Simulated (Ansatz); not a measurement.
Calculated with Ansatz (gas phase, PBE0-D4/def2-TZVP geometries, no zero-point term in ΔE). CCSD(T)/CBS adds triple-zeta CCSD(T) − MP2 to the extrapolated MP2 energy (def2 sets, frozen cores). This one scheme is used for every species. DFT in def2-TZVPP. B3LYP here is the variant with VWN-RPA as its local correlation; programs differ in this. For Br outer-core shells are correlated without core-valence functions, which leaves a few kJ/mol of doubt a bond. Scalar relativity is left out up to krypton. Each species was taken in one conformer, which may not be the lowest.

Reaction (formal exchange of groups at a B–Br bond): `OCBBr` + SiH₄ → `OCB[SiH3]` + HBr

`OCBBr`:

Z-matrix (Å, degrees):
```
C
B 1 1.547
O 1 1.403 2 119.9
H 1 1.105 2 106.0 3 -125.1
H 1 1.105 2 106.1 3 125.2
Br 2 1.910 1 120.3 3 0.1
H 2 1.190 1 122.4 3 -179.9
H 3 0.963 1 108.4 2 -0.2
```

SiH₄:

```xyz
5

Si    0.000    0.000    0.000
H     0.707   -1.294   -0.170
H     0.537    0.988   -0.969
H     0.208    0.499    1.383
H    -1.452   -0.193   -0.243
```

`OCB[SiH3]`:

Cartesian coordinates in Å:
```
O 0.031 -1.829 -1.689
C 0.395 -0.987 -0.617
B -0.606 0.155 -0.321
Si -0.261 1.467 1.171
H 0.705 -2.504 -1.797
H 1.383 -0.513 -0.777
H 0.527 -1.550 0.328
H -1.597 0.270 -0.982
H 0.999 1.204 1.923
H -1.391 1.437 2.143
H -0.183 2.849 0.616
```

HBr:

Z-matrix (Å, degrees):
```
Br
H 1 1.420
```

```
             level  ΔE (kJ/mol)
          BHLYP-D4        116.7
           ωB97M-V        117.2
              BLYP        111.9
            r2SCAN        116.4
             B3LYP        113.6
RPA@PBE/def2-TZVPP        116.3
SCS-MP2/def2-QZVPP        122.8
     MP2/CBS(def2)        127.7
```

Problem. What does CCSD(T)/CBS give? (Best estimate.)

Solution. Computed: +117.6 kJ/mol. The listed levels differ from it by -0.9, -0.4, -5.7, -1.2, -4.0, -1.3, 5.2, 10.1 kJ/mol.

Largest T1 diagnostic among the species: 0.012.

From BLYP to BHLYP (50 % exact exchange), in def2-TZVPP and without D4, ΔE moves by +4.5 kJ/mol. Leaving LDA and LC-ωPBE aside and taking each functional with its dispersion term where it has one, the values, not all of them listed here, spread over 9.1 kJ/mol, from revPBE-D4 to PBE-QIDH. LDA lies +4.4 kJ/mol from PBE without D4.
